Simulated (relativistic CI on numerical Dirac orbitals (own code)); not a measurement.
**The 4-electron sequence from Be I to K XVI**

These numbers are calculated, not measured: Dirac-Coulomb-Breit CI, separate exchange-only KLI orbitals for each configuration, model QED (radiative potential, 1s self-energy scaled to tabulated hydrogen-like ionisation energies), valence Slater integrals scaled by 0.9, P86 correlation energy added to each configuration (own radial code, finite nucleus).

CI space (outside the closed core 1s2): 2s², 2s2p, 2p², 2p3s, 2p3p, 2s3s, 2s3p. Levels of other configurations are missing.

Energies above each ion's lowest level, in eV. Levels are followed by their leading LS label, which can pass from one level to another where the coupling changes.

```csv
Ion,2s² ¹S0,2s2p ³P°0,2s2p ³P°1,2s2p ³P°2,2s2p ¹P°1,2s3s ³S1,2s3s ¹S0
Be I,0,2.7169,2.717,2.7172,5.7861,6.5273,6.8568
B II,0,4.6814,4.6821,4.6838,9.7494,16.14,16.533
C III,0,6.5894,6.592,6.5985,13.317,29.547,30.596
N IV,0,8.4638,8.4711,8.4882,16.76,46.755,48.115
O V,0,10.318,10.335,10.372,20.149,67.765,69.443
F VI,0,12.161,12.193,12.263,23.517,92.578,94.578
Ne VII,0,13.996,14.051,14.173,26.882,121.2,123.52
Mg IX,0,17.654,17.792,18.094,33.657,189.88,192.85
Al X,0,19.48,19.682,20.129,37.089,229.95,233.25
Si XI,?,?,?,?,?,?,?
P XII,0,23.132,23.526,24.412,44.098,321.61,325.57
S XIII,0,24.96,25.487,26.687,47.699,373.21,377.51
Cl XIV,0,26.789,27.479,29.074,51.382,428.68,433.31
Ar XV,0,28.622,29.505,31.588,55.161,488.03,493
K XVI,0,30.458,31.569,34.248,59.053,551.26,556.58
```

(1) Fill in the row of Si XI.

The lowest level keeps the configuration 2s² and J = 0 throughout.

Between Z = 16 and 19 the energy of 2s2p ³P°0 follows a local power law Z^1.2. For orientation: electrostatic splittings inside a shell grow about linearly with the screened charge, excitations that change n as its square, and fine structure as its fourth power; written in Z itself the exponents are larger, since the screened charge grows faster in proportion.

The members near neutrality are the least accurate: they can be off by several eV, miss lower levels of configurations outside the list, or start from a wrong lowest level.

## Answers

(1) 2s² ¹S0 0, 2s2p ³P°0 21.306, 2s2p ³P°1 21.593, 2s2p ³P°2 22.23, 2s2p ¹P°1 40.565, 2s3s ³S1 273.86, 2s3s ¹S0 277.49 (eV).
